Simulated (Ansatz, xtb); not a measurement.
**C4H6N2OS: which of two isomers lies lower**

Structure X is `COc1nccn1S`, a singlet and structure Y is `COc1cncn1S`, a singlet. Both are isolated molecules in the gas phase, relaxed with B3LYP/def2-SVP; the shapes shown needn't be the lowest conformers.

X (Å):

```xyz
14

C    -0.3658   -0.4848    0.3348
C     0.3102    0.6107   -1.6200
C     0.9739   -0.0591   -3.5327
C     0.9920    1.3111   -3.5989
N     0.5466   -0.4859   -2.2916
N     0.5572    1.7414   -2.3463
O    -0.1257    0.7352   -0.3597
S     0.3772    3.4026   -1.8450
H     0.5558   -1.0837    0.4028
H    -0.7135   -0.2047    1.3373
H    -1.1313   -1.0845   -0.1820
H     1.2467   -0.7666   -4.3144
H     1.2616    2.0110   -4.3853
H    -0.0428    3.0583   -0.6064
```

Y (Å):

```xyz
14

C     1.0055   -0.2823    0.3511
C     0.3936    0.6728   -1.6865
C     0.8920   -0.2417   -2.5880
C    -0.0278    1.3043   -3.7703
N     0.6161    0.1788   -3.8764
N    -0.2048    1.6719   -2.4418
O     0.3646    0.7655   -0.3519
S    -0.9164    3.1224   -1.8604
H     0.5353   -1.2571    0.1297
H     0.8979   -0.0599    1.4205
H     2.0780   -0.3375    0.0936
H     1.4264   -1.1674   -2.3856
H    -0.4040    1.9312   -4.5788
H    -2.1592    2.6271   -1.6195
```

Question: Estimate E(Y) − E(X) at the level CCSD(T)/def2-SVP + ΔMP2/def2-TZVPP.

Answer: CCSD(T)/def2-SVP + ΔMP2/def2-TZVPP gives E(Y) − E(X) = +0.080 eV, slightly favouring structure X, which is too small a margin to settle the true order.

The same difference at several levels:

| level | geometry | E(Y) − E(X) (eV) | departure from the last row (eV) | job, with rough time for the two |
| --- | --- | --- | --- | --- |
| B3LYP/def2-SVP | B3LYP/def2-SVP | +0.103 | +0.023 | optimisation, 100 s |
| HF/def2-SVP | B3LYP/def2-SVP | +0.129 | +0.049 | part of the CCSD(T) run |
| MP2/def2-SVP | B3LYP/def2-SVP | +0.104 | +0.024 | part of the CCSD(T) run |
| CCSD(T)/def2-SVP | B3LYP/def2-SVP | +0.101 | +0.022 | single point |
| CCSD(T)/def2-SVP + ΔMP2/def2-TZVPP | B3LYP/def2-SVP | +0.080 |  | single point, 2.7 min |

As drawn, both hold the same kinds of bond in the same numbers.

The largest departure from CCSD(T)/def2-SVP + ΔMP2/def2-TZVPP is that of HF/def2-SVP, 0.049 eV. A small imaginary or near-zero mode remains, so no thermal terms are given. Levels run at GFN2-xTB geometries aren't shown. The last row adds to CCSD(T) the change of the MP2 difference between the two basis sets, here −0.022 eV.

The correlated steps freeze 12 core orbitals. Codes used: Ansatz 0.2.0, xtb 6.7.1; the last row on 2 threads of Arm Neoverse V2 on a shared host.
